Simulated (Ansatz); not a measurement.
Cost and result for the atomization energy of `B[SiH2]B[SiH](F)F` (12 atoms, 11 bonds).

```xyz
12

B    -2.098   -0.812   -0.183
Si   -0.532   -0.371   -1.373
B     0.372    0.986   -0.220
Si    1.714    0.458    1.173
F     1.511    1.274    2.529
F     1.562   -1.080    1.569
H    -3.156   -0.283   -0.342
H    -1.965   -1.575    0.725
H     0.328   -1.573   -1.565
H    -0.948    0.171   -2.695
H     0.097    2.144   -0.342
H     3.115    0.662    0.724
```

Charge 0, multiplicity 1. The geometry is a stationary point of PBE0-D4/def2-TZVP. It is one conformer, not always the lowest. Program: Ansatz. All runs use 4 threads of an Intel Xeon Platinum 8488C on a shared host. Times are those of one run each, without the atoms' runs, and a repeat can differ threefold. Electronic energies, without spin–orbit coupling; frozen cores. CCSD(T)/CBS adds CCSD(T) − MP2 in def2-TZVPP to the MP2 limit, and its time is that of the two runs behind it. T1 = 0.015. B3LYP takes the VWN-RPA correlation (the form of Gaussian; ORCA's B3LYP/G).

CCSD(T)/CBS is a level of theory with its own doubt, some kJ/mol a heavy atom from the limit and from the frozen cores, so smaller differences don't rank the functionals.

```tsv
level	functions	wall time
LDA (SPW92)/def2-TZVPP	292	1.4 s
PBE-D4/def2-TZVPP (with forces)	292	2.4 s
r2SCAN-D4/def2-TZVPP (with forces)	292	3.8 s
CAM-B3LYP-D4/def2-TZVPP	292	4.6 s
B3LYP-D4/def2-TZVPP (with forces)	292	4.9 s
B2PLYP/def2-TZVPP	292	6 s
PBE-QIDH/def2-TZVPP	292	6 s
CCSD(T)/def2-SVP	122	6.5 s
B97M-V/def2-TZVPP	292	7 s
ωB97X-V/def2-TZVPP	292	7 s
MP2/def2-QZVPP	548	27 s
CCSD(T)/def2-TZVPP	292	3.1 min
CCSD(T)/CBS(def2)	–	3.6 min
```

(1) What atomization energy does each give, and how far from CCSD(T)/CBS? (Best estimate.)

Results:

(1) Ansatz gave: 
```tsv
level	atomization (kcal/mol)	difference from CCSD(T)/CBS	per bond
LDA (SPW92)/def2-TZVPP	1100.6	120.4	10.9
PBE-D4/def2-TZVPP (with forces)	986.4	6.2	0.6
r2SCAN-D4/def2-TZVPP (with forces)	987.7	7.5	0.7
CAM-B3LYP-D4/def2-TZVPP	987.6	7.4	0.7
B3LYP-D4/def2-TZVPP (with forces)	981.4	1.2	0.1
B2PLYP/def2-TZVPP	970.7	-9.5	-0.9
PBE-QIDH/def2-TZVPP	973.4	-6.8	-0.6
CCSD(T)/def2-SVP	915.2	-65.0	-5.9
B97M-V/def2-TZVPP	990.1	9.9	0.9
ωB97X-V/def2-TZVPP	987.7	7.5	0.7
MP2/def2-QZVPP	985.4	5.2	0.5
CCSD(T)/def2-TZVPP	955.4	-24.8	-2.3
CCSD(T)/CBS(def2)	980.2	0.0	0.0
```

Leaving LDA and LC-ωPBE aside and taking each functional with its dispersion term where it has one, the values, not all of them listed here, spread over 26.0 kcal/mol, from BHLYP-D4 to B97M-V. LDA lies +120.5 kcal/mol from PBE without D4, its usual overbinding. At CCSD(T), def2-SVP lies −65.0 kcal/mol from the extrapolated value and def2-TZVPP −24.9 kcal/mol: correlation converges slowly with the basis, and small sets miss more of it in the bonded molecule than in its fragments. In def2-TZVPP, CCSD(T) changes the Hartree–Fock value by +194.4 kcal/mol (the triples alone add +10.7 kcal/mol) and MP2 by +209.4 kcal/mol; breaking electron pairs costs correlation energy, which Hartree–Fock lacks.
